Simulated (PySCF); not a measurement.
**Static response to an electric field**

Compound: C5H16Si2.
Numbering: `[CH3:1][C:2]([CH3:3])([CH3:4])[CH:5]([SiH3:6])[SiH3:7]` (hydrogens: H8, H9, H10 on C1; H11, H12, H13 on C3; H14, H15, H16 on C4; H17 on C5; H18, H19, H20 on Si6; H21, H22, H23 on Si7)

Structure used (PBE0-D3(BJ)/def2-SVP), in Å, numbered top down from 1:
```xyz
23
C5H16Si2 angstrom
C     -1.2491   -1.5313    0.1027
C     -0.7355   -0.0922    0.2166
C     -1.2139    0.7045   -1.0005
C     -1.3227    0.5270    1.4889
C      0.8211   -0.0767    0.3050
Si     1.7300   -1.2414   -0.8877
Si     1.6476    1.6257    0.1541
H     -0.9337   -2.0061   -0.8409
H     -0.8820   -2.1545    0.9337
H     -2.3501   -1.5526    0.1252
H     -0.9436    1.7703   -0.9213
H     -0.7816    0.3158   -1.9355
H     -2.3103    0.6526   -1.0903
H     -2.4236    0.5251    1.4500
H     -1.0147   -0.0401    2.3820
H     -0.9972    1.5695    1.6220
H      1.1152   -0.4414    1.3089
H      1.5946   -2.6778   -0.4955
H      1.2365   -1.0852   -2.2910
H      3.1875   -0.8999   -0.8741
H      3.0170    1.5477    0.7485
H      0.8932    2.7052    0.8646
H      1.7899    2.0325   -1.2793
```

Level: CAM-B3LYP/def2-SVPD (PySCF), static field, nuclei fixed, core orbitals frozen in the response. The polarisability tensor in these axes (au):

```
x   121.42   1.77  -4.56
y     1.77 119.18   5.07
z    -4.56   5.07 105.92
```

What are the eigenvalues, a third of the trace, and Δα (Δα² = ½Σ(αi − αj)² over the three pairs)?

Principal values 102.91, 120.88 and 122.73 au; mean 115.51 au = 17.12 Å³ = 19.04 × 10⁻⁴⁰ C²·m²/J; Δα = 18.96 au (16 % of the mean).

What is the dipole moment, and where does it point?

(-1.04, -0.29, 0.55) D, 1.21 D in size, pointing from the negative to the positive side. Measured along this direction, the outermost atoms are H20 at the negative end and H14 at the positive end.

Rayleigh depolarisation ratio (linearly polarised light, static tensor)?

ρ = 3Δα²/(45ᾱ² + 4Δα²) = 1078.8/(600370 + 1438.4) = 0.00179.

Refractivity n − 1 of an ideal gas of it at 500 K and 1 atm, from the electronic α?

N = p/kT = 1.4678 × 10¹⁹ cm⁻³, so n − 1 = 2π × N × 17.12 × 10⁻²⁴ cm³ = 1579 × 10⁻⁶ at long wavelengths.

What molar refraction does this α imply?

Lorentz–Lorenz: R = (4π/3)N_A α = 2.5225 cm³/(mol·Å³) × 17.12 Å³ = 43.2 cm³/mol, in the limit of long wavelengths.

In TDDFT the mean static polarisability is Σ f/ω² over all singlet excitations (ω in hartree). How much of it do the 10 lowest give? Their energies (eV) and oscillator strengths: 7.65, 0.0278; 8.11, 0.2170; 8.17, 0.0041; 8.29, 0.0122; 8.37, 0.0266; 8.52, 0.0006; 8.65, 0.0020; 8.68, 0.0026; 8.76, 0.0130; 8.77, 0.0238.

They add up to 3.66 au, 3.2 % of the 115.51 au; the largest single term is 2.44 au, from the state at 8.11 eV. Terms in order: 0.35, 2.44, 0.05, 0.13, 0.28, 0.01, 0.02, 0.03, 0.13, 0.23 au. Higher excitations give the rest. The strengths listed sum to 0.330.

Find the Langevin capture rate constant for H3+ (3.023 u) meeting this molecule (132.079 u), k = 2.342 × 10⁻⁹ cm³/s × √(α in Å³ / reduced mass in u).

The reduced mass is 2.96 u, so k = 5.64 × 10⁻⁹ cm³/s. The formula leaves out the permanent dipole, which adds to the capture rate.

Geometry: PBE0-D3(BJ)/def2-SVP; no solvent, vibrations or thermal averaging.
